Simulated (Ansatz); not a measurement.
ClMg, charge +1, singlet, geometry from GFN2-xTB (such geometries of metal compounds can be far from the true shape), with bond 2-1 at 2.4 times its length; SC-NEVPT2/6-31G, CASSCF(4,6) run with Ansatz (an electronic-structure program).

Ansatz was given this input:
Ansatz 0.2 input:
```yaml
crystal:
  periodic: [false, false, false]
  atoms:
    - {symbol: Mg, position_ang: [-0.00000000, -0.00000000, -1.21073878]}
    - {symbol: Cl, position_ang: [0.00000000, 0.00000000, 3.74616823]}
basis:
  gaussian:
    orbitals: 6-31G
total_charge: 1
magnetization: {spin_polarized: false}
correlation: {method: sc_nevpt2, electrons: all, active_space: {window: {electrons: 4, orbitals: 6}}}
```

Problem. Predict the main parts of the log of this Ansatz run.

Solution. 
```
Functional definition: HF
272 factors; integrals over basis functions are off by at most 4.5e-4 eV
mean field evaluation 1: about -17916.0476 eV, gradient 3.5e1 eV
mean field evaluation 2: about -17916.0530 eV, gradient 3.5e1 eV
mean field evaluation 4: about -17917.9657 eV, gradient 2.5e1 eV
mean field evaluation 8: about -17917.9658 eV, gradient 2.5e1 eV
mean field evaluation 16: about -17922.8298 eV, gradient 1.7e-4 eV
mean field evaluation 32: about -17922.2965 eV, gradient 6.0e-1 eV
mean field evaluation 64: about -17922.6727 eV, gradient 4.1e-1 eV
mean field evaluation 96: about -17913.5114 eV, gradient 3.7e1 eV
mean field -17922.82976879 eV, -658.6518454726 hartree, gradient 2.8e-6 eV, S^2 0.000000; 8 other end points of the search recorded, 0 dependent functions left out; unrestricted orbitals would lower it
reference -17922.82976879 eV, -658.6518454726 hartree; 14, 14 occupied and 12, 12 virtual orbitals, 272 factors
state -17926.96043452 eV, -658.8036446385 hartree
state -17926.96043452 eV, -658.8036446385 hartree; corrected -17927.64811109 eV, -658.8289162862 hartree
state -17926.95196549 eV, -658.8033334073 hartree
state -17926.95196549 eV, -658.8033334073 hartree; corrected -17927.64330300 eV, -658.8287395920 hartree
state -17926.96043452 eV, -658.8036446385 hartree; corrected -17927.64811109 eV, -658.8289162862 hartree
state -17926.95277630 eV, -658.8033632040 hartree
state -17926.95277630 eV, -658.8033632040 hartree; corrected -17927.65406900 eV, -658.8291352353 hartree
state -17926.95277630 eV, -658.8033632040 hartree; corrected -17927.65406900 eV, -658.8291352353 hartree
WARN: the results are in doubt because another end's mean lies 0.008 eV lower, and its corrected mean 0.006 eV higher
Total energy: -17927.65406900 eV, -658.8291352353 hartree
In doubt: another end's mean lies 0.008 eV lower, and its corrected mean 0.006 eV higher
```
